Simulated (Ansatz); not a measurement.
```yaml
crystal:
  periodic: [false, false, false]
  atoms:
    - {symbol: F, position_ang: [2.036141, -1.415504, 0.527350]}
    - {symbol: Al, position_ang: [1.268076, 0.031539, 0.559959]}
    - {symbol: F, position_ang: [0.451620, 0.305375, -1.037440]}
    - {symbol: Al, position_ang: [-1.274195, 0.035529, -0.545625]}
    - {symbol: F, position_ang: [-1.777852, -1.409585, -1.131190]}
    - {symbol: F, position_ang: [-0.458976, -0.225101, 1.054585]}
    - {symbol: H, position_ang: [1.875760, 1.335757, 1.155183]}
    - {symbol: H, position_ang: [-2.120584, 1.341980, -0.582813]}
basis:
  gaussian: {orbitals: def2-TZVPP, point_charges: [{charge: 1.00, position_ang: [5.895, -0.536, -0.157]}]}
magnetization: {spin_polarized: true, initial_magnetization: 0}
hamiltonian: {xc: {name: HF}}
correlation: {method: mp2, frozen_orbitals: {F: 9}}
```

```sh
$ ansatz run in.yaml --threads 4 --pin off --events-out ev --progress --plain --max-ram 10444MiB
```

It prints (some lines left out):

```
Functional definition: HF
Error: "frozen_orbitals" has no count for Al
```

Problem. What is wrong with this run?

Solution. Frozen orbitals are typed for one element alone, and the program wants a count for each. The program refused the input.
